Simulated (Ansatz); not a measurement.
Geometry optimisation, Ansatz, RKS PBE-D4/STO-3G.

Input file:

```yaml
crystal:
  periodic: [false, false, false]
  atoms:
    - { symbol: C, position_ang: [0.0276, -2.0199, -0.1969] }
    - { symbol: Si, position_ang: [0.8259, -0.3359, -0.2985] }
    - { symbol: C, position_ang: [0.64293, 0.59613, 1.28002] }
    - { symbol: F, position_ang: [1.12795, -0.02548, 2.29059] }
    - { symbol: Si, position_ang: [3.07787, -0.49045, -0.7233] }
    - { symbol: Si, position_ang: [3.28944, -1.44337, -2.81635] }
    - { symbol: H, position_ang: [-0.4421, -2.1409, 0.7793] }
    - { symbol: H, position_ang: [-0.7768, -2.0377, -0.964] }
    - { symbol: H, position_ang: [0.6915, -2.7723, -0.3486] }
    - { symbol: H, position_ang: [0.17057, 0.40535, -1.44137] }
    - { symbol: H, position_ang: [-0.42851, 0.77196, 1.48435] }
    - { symbol: H, position_ang: [1.1079, 1.61242, 1.21485] }
    - { symbol: H, position_ang: [3.74052, 0.85431, -0.71803] }
    - { symbol: H, position_ang: [3.78869, -1.33116, 0.27661] }
    - { symbol: H, position_ang: [4.69552, -1.62315, -3.19572] }
    - { symbol: H, position_ang: [2.65461, -2.76896, -2.84384] }
    - { symbol: H, position_ang: [2.6242, -0.58318, -3.84557] }
basis:
  gaussian: { orbitals: STO-3G }
hamiltonian:
  xc: pbe
  dispersion: d4
relax:
  f_tol: 0.015
  max_steps: 40
output:
  orbitals: {}
```

Run as:

```bash
$ ansatz run input.yaml --threads 1 --pin off --max-ram 2048MiB --backend cpu --events-out ev --progress --plain --runs-dir out
```

Q: Where does it end, and by what steps?

A: The forces met the threshold. The force dipped under the threshold on the way, but the program's further checks kept it going. Limits of this set-up: minimal basis. After 21 steps the energy has fallen by 1.103 eV; H9 moved furthest, 1.10 Å.

```
step  energy less start (eV)  largest force component (eV/Å)  accepted
   0                  0.0000                           6.732       yes
   1                 -0.9511                           1.388       yes
   2                 -1.0305                           0.443       yes
   3                 -1.0475                           0.180       yes
   4                 -1.0498                           0.036       yes
   5                 -1.0367                           0.585        no
   6                 -1.0477                           0.094        no
   7                 -1.0504                           0.020       yes
   8                 -1.0538                           0.034       yes
   9                 -1.0561                           0.229       yes
  10                 -1.0604                           0.300       yes
  11                 -1.0672                           0.361       yes
  12                 -1.0871                           0.035       yes
  13                 -1.0964                           0.022       yes
  14                 -1.0729                           0.758        no
  15                 -1.0986                           0.074       yes
  16                 -1.1002                           0.135       yes
  17                 -1.1016                           0.050       yes
  18                 -1.1022                           0.015       yes
  19                 -1.1025                           0.013       yes
  20                 -1.1025                           0.030       yes
  21                 -1.1026                           0.014       yes
```

```xyz
17
Properties=species:S:1:pos:R:3
C -0.021 -1.961 -0.262
Si 0.838 -0.284 -0.336
C 0.556 0.653 1.328
F 1.226 0.091 2.445
Si 3.035 -0.504 -0.809
Si 3.423 -1.535 -2.774
H 0.411 -2.599 0.527
H -1.098 -1.848 -0.048
H 0.073 -2.504 -1.219
H 0.177 0.518 -1.363
H -0.551 0.690 1.528
H 0.875 1.724 1.192
H 3.659 0.813 -0.825
H 3.687 -1.250 0.260
H 4.848 -1.703 -3.023
H 2.812 -2.856 -2.802
H 2.867 -0.776 -3.884
```

Run time: 57 s on 1 thread of Intel(R) Xeon(R) 6975P-C (Granite Rapids), with other jobs on the host, peak memory 0.16 GiB.
